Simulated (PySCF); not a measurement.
A geometry optimisation on `C[N]([GeH3])C=O`.

Method: PBE0-D3(BJ)/def2-SVP geometry optimisation, gas phase (PySCF 2.14.0). Start geometry: GFN2-xTB. The input is one job of a driver script: a line of settings, then coordinates in Å.

Command:
```bash
OMP_NUM_THREADS=1 python probes_run.py task.json out
```

Input:
```
{"job": {"xc": "PBE0", "basis": "def2-SVP", "d3": "d3bj", "grid": 1, "shake": 0.01, "kind": "geom"}, "charge": 0, "multiplicity": 1}
C     -1.215360    -0.998400     0.096770
N     -0.246900     0.061030    -0.028930
Ge     1.612560    -0.041620     0.086990
C     -0.517340     1.337710    -0.261900
O      0.335170     2.159200    -0.359820
H     -0.729770    -1.909690     0.287260
H     -1.913350    -0.767430     0.916760
H     -1.797950    -1.065350    -0.834800
H      1.810490    -1.507870     0.374780
H      2.228410     0.347680    -1.199610
H      2.084140     0.764930     1.266780
H     -1.610420     1.591540    -0.353320
```

Output:
```
step   0  E = -2286.49056721  max force = 0.061075
step   1  E = -2286.49848735  max force = 0.015523
step   2  E = -2286.49790818  max force = 0.017366
step   3  E = -2286.49908030  max force = 0.003930
step   4  E = -2286.49920565  max force = 0.002775
step   5  E = -2286.49923781  max force = 0.001462
step   6  E = -2286.49925021  max force = 0.000602
step   7  E = -2286.49925244  max force = 0.000192
optimisation converged
```

Energies in Eh; «max force» is the largest Cartesian gradient component in Eh/bohr.

Task: At which steps does the energy rise by more than 1e-5 Eh?

Result: At step 2 (+0.58 mEh).

Main results: final energy -2286.49925 Eh after 7 steps; dipole 3.40 D.

Task: Give the final coordinates.

Result: 0.088 Å rms from the input after alignment:
```
atom  x, y, z in Å
C1    -1.0892   -0.8938    0.2171
N2    -0.0868    0.1452    0.1118
Ge3    1.7737   -0.0923    0.2508
C4    -0.4334    1.4348   -0.1069
O5     0.3819    2.3313   -0.1975
H6    -0.6007   -1.8566    0.4159
H7    -1.7931   -0.7042    1.0447
H8    -1.6701   -1.0046   -0.7141
H9     1.9020   -1.6069    0.5044
H10    2.4494    0.2958   -1.0685
H11    2.3165    0.7064    1.4401
H12   -1.5330    1.6116   -0.1985
```

Task: Estimate the wall time. Hardware: an Arm Neoverse V1 with one thread, no GPU (shared host). And the peak memory of the process?

Result: About 56 s, with 0.51 GiB resident at the peak, the Python interpreter and its libraries included.
Labels such as C1 count atoms from 1, the log's own numbers from 0.
